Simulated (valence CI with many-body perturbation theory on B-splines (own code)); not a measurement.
Values are calculated unless marked as measured or tabulated.
# Ladder of approximations for W⁶¹⁺

Level of theory: relativistic CI+MBPT: three valence electrons over a frozen Dirac-Fock core [Ne], a basis of 11 s, 11 p, 9 d, 7 f, 5 g, 2 h, 1 i functions for each j, with the one-electron correlation potential Σ1 (screened to all orders), the two-electron term Σ2, the three-electron term Σ3, Breit, model QED; selected single and double excitations, second order for the rest (own B-spline code, finite nucleus).

No measured spectrum was set against this ion. As an estimate, large intervals hold to a few tenths of a per cent, small ones and those within an open d or f shell to about a per cent.

Each rung adds one term. CI alone is the Dirac-Coulomb CI over the frozen core; QED comes last and gives the full result, which names the levels. Energies are above (3s^2 3p1/2) J=1/2 on the same rung, in eV.

Levels are named by their leading jj configuration (3d3/2^4 stands for four electrons in 3d with j = 3/2), which in mixed levels can hold well under half, so a name can repeat and another be missing. Letters in brackets count levels of one name in rising energy.

```csv
Level,CI alone,+ Σ1,+ Σ2,+ Σ3,+ Breit,Full
(3s 3p1/2^2) J=1/2,168.23,167.95,167.88,167.90,172.11,167.48
(3s^2 3p3/2) J=3/2,367.28,367.47,367.57,367.57,363.17,363.54
(3s 3p1/2 3p3/2) J=3/2 [a],504.93,504.84,505.14,505.17,504.87,500.69
(3s 3p1/2 3p3/2) J=5/2,524.04,523.96,524.11,524.13,523.01,518.87
(3s 3p1/2 3p3/2) J=3/2 [b],545.04,544.95,544.91,544.93,543.46,539.93
(3s 3p1/2 3p3/2) J=1/2,554.97,554.88,554.48,554.48,554.25,550.02
(3s^2 3d3/2) J=3/2,603.88,603.81,603.20,603.16,598.66,597.40
(3s^2 3d5/2) J=5/2,678.93,679.02,678.68,678.64,671.08,670.69
(3p1/2^2 3p3/2) J=3/2,709.93,709.57,709.51,709.54,710.97,703.98
(3s 3p1/2 3d3/2) J=3/2 [a],723.95,723.60,723.49,723.50,723.67,717.33
(3s 3p1/2 3d3/2) J=5/2,736.96,736.62,736.54,736.54,734.62,729.53
(3s 3p1/2 3d3/2) J=1/2,763.02,762.67,762.18,762.15,761.12,756.03
(3s 3p1/2 3d3/2) J=3/2 [b],770.03,769.69,769.13,769.08,768.18,762.73
(3s 3p1/2 3d5/2) J=5/2 [a],820.50,820.32,820.15,820.12,816.64,811.77
(3s 3p1/2 3d5/2) J=7/2,835.70,835.51,835.25,835.23,830.82,825.95
(3s 3p1/2 3d5/2) J=5/2 [b],845.53,845.35,845.05,844.98,841.11,836.22
(3s 3p1/2 3d5/2) J=3/2,849.92,849.72,849.20,849.16,846.21,841.09
(3s 3p3/2^2) J=5/2,884.86,884.96,885.18,885.19,880.10,876.32
(3s 3p3/2^2) J=1/2,921.83,921.93,921.88,921.87,917.46,913.64
```

Problem. How does the ionisation energy move along the ladder, and which term matters most?

Solution. CI alone 6735.1, + Σ1 6736.3, + Σ2 6736.3, + Σ3 6736.2, + Breit 6726.3, + QED 6726.0 eV. The largest step is Breit, -9.9 eV. NIST lists 6735 ± 7 eV (semi-empirical).
